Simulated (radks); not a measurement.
The numbers below are computed, except where a source is named.
Problem. Pm, configuration [Xe] 4f5 6s2. Level of theory: scalar-relativistic Kohn-Sham, PBE, spin-polarised, spherical densities, finite nucleus; open shells are filled with parallel spins first (spin-orbit coupling, left out, can overturn this in heavy ions); Fermi nuclear charge, rms radius 4.962 fm; hard spherical wall at 12 bohr (a radial shooting solver on a logarithmic mesh with Libxc functionals). Some entries of the table are withheld. Estimate them.

| orbital | occ. | eigenvalue (eV) | r(max) (bohr) |
|---|---|---|---|
| 1s up | 1 | -45016.99 | 0.01479 |
| 1s down | 1 | -45016.99 | 0.01479 |
| 2s up | 1 | -7318.661 | 0.08380 |
| 2s down | 1 | -7318.646 | 0.08380 |
| 2p up | 3 | -6536.105 | 0.06762 |
| 2p down | 3 | -6536.095 | 0.06762 |
| 3s up | 1 | -1595.892 | 0.2386 |
| 3s down | 1 | -1594.467 | 0.2386 |
| 3p up | 3 | -1350.114 | 0.2338 |
| 3p down | 3 | -1348.697 | 0.2337 |
| 3d up | 5 | -1013.006 | 0.1918 |
| 3d down | 5 | -1011.915 | 0.1918 |
| 4s up | 1 | -318.3036 | 0.5521 |
| 4s down | 1 | -314.5685 | 0.5519 |
| 4p up | 3 | -237.6792 | 0.5763 |
| 4p down | 3 | -233.9277 | 0.5759 |
| 4d up | 5 | -123.7837 | 0.6029 |
| 4d down | 5 | -120.0169 | 0.6023 |
| 5s up | 1 | -42.6020 | 1.286 |
| 5s down | 1 | -40.3070 | 1.298 |
| 5p up | 3 | -23.2220 | 1.459 |
| 5p down | 3 | -21.4923 | 1.479 |
| 6s up | 1 | -3.5843 | 3.698 |
| 6s down | 1 | -3.3686 | 3.816 |
| 4f up | 5 | -3.1075 | 0.6371 |
| 5d up | 0 | (1) | 2.161 |
| 5d down | 0 | (2) | 2.292 |
| 6p up | 0 | (3) | (4) |
| 6p down | 0 | (5) | (6) |
| 4f down | 0 | 0.0890 | 0.6393 |
| 7s up | 0 | 1.2334 | 8.141 |
| 7s down | 0 | 1.3232 | 8.231 |

Solution. 
(1) 5d up eigenvalue (eV): -1.9539
(2) 5d down eigenvalue (eV): -1.4313
(3) 6p up eigenvalue (eV): -1.1333
(4) 6p up r(max) (bohr): 4.887
(5) 6p down eigenvalue (eV): -1.0408
(6) 6p down r(max) (bohr): 5.008
